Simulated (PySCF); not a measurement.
# SbF₂⁺, singlet: computed properties

All numbers come from PySCF, HF, basis Sb def2-TZVP with ECP28, F def2-TZVP (scalar-relativistic core potentials, no spin–orbit coupling, density fitting).

The structure is a minimum.

Coordinates in bohr (charge 1 multiplicity 1):
```
Sb    0.0000    0.0000   -0.5527
F     2.5117    0.0000    1.7585
F    -2.5117    0.0000    1.7585
```

- Point group: C2v
- Bond lengths: Sb–F 1.806 Å (×2)
- Bond angles: F–Sb–F 94.8°
- Entropy at 298.15 K and 1 bar: 276.1 J/(mol K)
- Principal quadrupole moments (Buckingham, traceless) about the centre of mass: -4.36, -1.80, 6.16 D Å
- Rotational symmetry number: 2
- Heat capacity Cp at 298.15 K: 46.0 J/(mol K)
- Lowest empty level: -7.71 eV
- Rotational constants: 0.3898, 0.2511, 0.1527 cm⁻¹
- Enthalpy at 298.15 K above 0 K: 11.56 kJ/mol
- Zero-point energy: 11.2 kJ/mol
- Highest occupied level: -20.51 eV
- Dipole moment about the centre of mass: 3.97 D
- Principal polarisabilities: 22.4, 23.4, 26.7 bohr³

Harmonic modes (masses in u: Sb 120.904, F 18.998):
```tsv
symmetry	ω (cm⁻¹)	IR (km/mol)	μ (u)	type
a1	263	19.6	20.92	bend
b2	793	131	21.65	stretch
a1	813	91.3	21.34	stretch
```

In C2v the vibrations span 2a1 + b2. Here b1 is antisymmetric to the molecular plane and b2 lies in it.

Charges (e):
| atom | Mulliken | Löwdin | polar tensor | Mayer order to Sb1 |
| --- | --- | --- | --- | --- |
| Sb1 | 1.84 | 1.44 | 2.16 | – |
| F2,3 | -0.42 | -0.22 | -0.58 | 0.95 |

Mulliken populations on Sb1 (electrons outside its core potential): s 3.79, p 7.02, d 10.22, f 0.13.

Counting electrons, antimony keeps 2 of its valence electrons outside its bonds, so the VSEPR class is AX2E1 and the expected shape is bent (C2v), as computed. The angle of 95° is close to 90°: the heavy centre bonds with nearly pure p orbitals and keeps its lone pair s-like.

This need not be the most stable arrangement of these atoms.

The final relaxation and frequency run took 16 s on 4 threads of a shared Intel Xeon @ 2.50GHz (Skylake/Cascade Lake) host, with 112 basis functions and 8 gradients; the process peaked at 0.38 GiB. Launch command: `OMP_NUM_THREADS=4 python axn.py task.json out`.
